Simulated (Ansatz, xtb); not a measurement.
## Cl3F3W: which of two structures lies lower

Structure a: a singlet given by its coordinates. Structure b: a singlet given by its coordinates. Both are isolated molecules in the gas phase, relaxed with PBE0-D4/def2-SVP.

a (Å):

```xyz
7

Cl    0.7701    1.1055   -2.7548
Cl   -2.3978    1.3850   -1.8821
Cl   -0.0225    1.8740    0.3528
F    -1.6232   -0.5754    0.1569
F    -1.0088   -1.1712   -2.2520
F     0.8326   -0.7921   -0.5197
W    -0.5762    0.2457   -1.1357
```

Close contacts (Å): Cl1–W7 2.27, Cl2–W7 2.27, Cl3–W7 2.27, F4–W7 1.86, F5–W7 1.86, F6–W7 1.86.

b (Å):

```tsv
atom	x (Å)	y (Å)	z (Å)
Cl	0.6000	1.6144	-1.4139
Cl	-1.2504	1.5541	1.2915
Cl	1.3452	-1.5300	-0.8633
F	-0.3715	-1.2028	1.4483
F	1.5146	0.5626	1.1934
F	-1.4000	-0.4814	-0.8233
W	0.0650	0.0630	0.1624
```

Close contacts (Å): Cl1–W7 2.28, Cl2–W7 2.29, Cl3–W7 2.29, F4–W7 1.86, F5–W7 1.85, F6–W7 1.85.

Question: Which of the two would you expect CCSD(T)/def2-SVP + ΔMP2/def2-TZVPP electronic energies to favour?

Answer: CCSD(T)/def2-SVP + ΔMP2/def2-TZVPP gives E(b) − E(a) = −0.91 kcal/mol, slightly favouring structure b, which is too small a margin to settle the true order.

The same difference at several levels:

```
                             level          geometry  E(b) − E(a) (kcal/mol)  departure from the last row (kcal/mol)  job, with rough time for the two
                  PBE0-D4/def2-SVP  PBE0-D4/def2-SVP                     −1.19                                   −0.28                optimisation, 48 s
                       HF/def2-SVP  PBE0-D4/def2-SVP                     −2.10                                   −1.19           part of the CCSD(T) run
                      MP2/def2-SVP  PBE0-D4/def2-SVP                     −0.45                                   +0.46           part of the CCSD(T) run
                  CCSD(T)/def2-SVP  PBE0-D4/def2-SVP                     −1.14                                   −0.24                      single point
CCSD(T)/def2-SVP + ΔMP2/def2-TZVPP  PBE0-D4/def2-SVP                     −0.91                                                     single point, 2.4 min
```

The largest departure from CCSD(T)/def2-SVP + ΔMP2/def2-TZVPP is that of HF/def2-SVP, 1.19 kcal/mol. Levels run at GFN2-xTB geometries aren't shown. The last row adds to CCSD(T) the change of the MP2 difference between the two basis sets, here +0.24 kcal/mol.

With thermal terms from frequencies at re-optimised GFN2-xTB minima (ideal gas, soft modes damped towards free rotors, one conformer each, 298.15 K, 1 atm): on the last row, ΔE + ΔZPE = −0.84, ΔH = −0.87, ΔG = −1.06 kcal/mol.

The T1 diagnostic of structures a and b is large, so the coupled-cluster value is less sure. The correlated steps freeze 18 core orbitals. Atoms past krypton carry core potentials in the def2 sets and no spin–orbit term is included. Run with Ansatz 0.2.0, xtb 6.7.1; the last row on 2 threads of Arm Neoverse V2 on a shared host.
